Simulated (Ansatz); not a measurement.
Reaction (formal loss of a carbene): `B[CH2][SnH2][CH3]` → `B[CH2][SnH3]` + `[CH2]` (triplet)

Isolated molecules relaxed with PBE0-D4/def2-TZVP in Ansatz; ΔE leaves out vibrations. CBS: MP2 limit from def2 TZ/QZ plus the TZ coupled-cluster correction, frozen cores. This one scheme is used for every species. DFT in def2-TZVPP. Triplets are unrestricted, without spin–orbit coupling. def2 core potentials past Kr. For Sn outer-core shells are correlated without core-valence functions, which leaves a few kJ/mol of doubt a bond. One conformer a species, not always the lowest.

| level | ΔE (kJ/mol) |
| --- | --- |
| ωB97M-V | 464.4 |
| B2PLYP | 454.4 |
| HF/CBS(def2) | 309.5 |
| MP2/CBS(def2) | 487.0 |

(1) What does CCSD(T)/CBS give? (Best estimate.)

Largest T1 diagnostic among the species: 0.012.

Answers

(1) Computed: +469.3 kJ/mol. The listed levels differ from it by -4.9, -14.9, -159.8, 17.7 kJ/mol.

In def2-TZVPP, CCSD(T) changes the Hartree–Fock value by +144.7 kJ/mol (the triples alone add +12.4 kJ/mol) and MP2 by +162.4 kJ/mol. From PBE to PBE0 (25 % exact exchange), in def2-TZVPP and without D4, ΔE moves by −9.0 kJ/mol.
